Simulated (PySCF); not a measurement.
SMILES C[SiH2]C#C[Si](Cl)(Cl)Cl, singlet, PBE0/def2-SVP optimised geometry.

```
13

Si    -2.32    -0.26     0.00
Cl    -3.02     1.67     0.00
Cl    -3.02    -1.22     1.66
Cl    -3.02    -1.21    -1.67
C     -0.51    -0.26     0.00
C      0.71    -0.26     0.00
Si     2.56    -0.24    -0.01
C      3.18     0.66    -1.53
H      3.01     0.42     1.24
H      3.02    -1.67     0.00
H      4.28     0.67    -1.55
H      2.82     1.70    -1.54
H      2.83     0.17    -2.45
```

Density from PBE0/def2-TZVP (PySCF) at that geometry.

Minimum of the electron density along straight lines between bonded atoms, close to the bond critical point (lines longer than 1.1 times the sum of covalent radii, or with two minima, are not listed):

```
bond     length / Å  ρ at the minimum / e bohr⁻³  ∇²ρ there / e bohr⁻⁵  position (fraction from the first atom)
-------  ----------  ---------------------------  --------------------  ---------------------------------------
Si1–Cl2       2.044                        0.104                  0.23                                     0.36
Si1–Cl3       2.044                        0.104                  0.23                                     0.36
Si1–Cl4       2.044                        0.104                  0.23                                     0.36
Si1–C5        1.808                        0.129                  0.32                                     0.39
C5–C6         1.225                            ?                     ?                                     0.50
C6–Si7        1.851                            ?                  0.31                                     0.61
Si7–C8        1.872                        0.122                  0.17                                     0.39
Si7–H9        1.492                        0.121                  0.15                                     0.49
Si7–H10       1.492                        0.121                  0.15                                     0.49
C8–H11        1.101                        0.266                 -0.87                                     0.64
C8–H12        1.100                        0.267                 -0.88                                     0.64
C8–H13        1.100                        0.267                 -0.88                                     0.64
```

### Question
Some entries are withheld; supply them.

### Answer

- C5–C6, ρ at the minimum / e bohr⁻³: 0.412
- C5–C6, ∇²ρ there / e bohr⁻⁵: -1.26
- C6–Si7, ρ at the minimum / e bohr⁻³: 0.114
